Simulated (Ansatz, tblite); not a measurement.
Forces on the cluster NaI2 at its B3LYP-D4/def2-TZVP geometry. Total charge 0; doublet.

In the def2 sets I takes a core potential; there is no spin–orbit coupling. The xTB rows come from tblite. At PBE-D4/def2-TZVP an occupied level of the charge 0 doublet lies above an empty one (by up to 0.01 eV), so this SCF solution is probably not the lowest. At PBE-D4/def2-TZVP the gap within one spin of the charge 0 doublet nearly closes, so an electron or hole may be smeared out by delocalisation error. Another isomer (doublet) lies 0.54 eV lower at PBE0-D4/def2-TZVP; other spin states weren't run for this one.

GFN1-xTB (tblite), largest force 0.17 eV/Å:

```xyz
3
positions Å, forces eV/Å
Na   -0.008   -0.002   -0.002    0.002    0.001    0.001
I     1.006   -1.665   -2.159   -0.059    0.096    0.124
I    -0.999    1.667    2.161    0.057   -0.097   -0.126
```

GFN2-xTB (tblite), largest force 0.14 eV/Å:

```
Na 0.000 0.000 0.001
I 0.049 -0.081 -0.105
I -0.048 0.080 0.104
```

PBE-D4/def2-TZVP (Ansatz), largest force 0.03 eV/Å:

```
Na 0.001 0.001 0.001
I 0.012 -0.020 -0.026
I -0.012 0.019 0.025
```
